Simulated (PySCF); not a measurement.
```xyz
5
charge -1 multiplicity 1, angstrom
Al    0.0000    0.0000    0.0000
F     0.9879    0.9879    0.9879
F    -0.9879    0.9879   -0.9879
F     0.9879   -0.9879   -0.9879
F    -0.9879   -0.9879    0.9879
```

Level of theory: PBE0/[Al def2-SVPD, F def2-SVPD], no relativity, density fitting, PySCF.

This geometry of AlF₄⁻ is a stationary point at this level.

Problem. What is the point group?

Solution. Td.

Problem. Is it a minimum?

Solution. Yes: all harmonic wavenumbers are real.

Problem. List the harmonic modes with their infrared intensities.

Solution. 
```tsv
symmetry	ω (cm⁻¹)	IR (km/mol, summed over degenerate members)
e	193	0.0
t2	298	119
a1	607	0.0
t2	790	630
```

Problem. What are the dipole moment and the gap between the highest occupied and lowest empty levels?

Solution. 0.00 D about the centre of mass and 9.48 eV.

In Td the vibrations span e + 2t2 + a1. The a1, e modes carry no infrared intensity, as symmetry demands.

Only a few start shapes were tried, so a lower isomer may exist. The lowest empty level of this anion is unbound, so it and the gap depend on the basis.
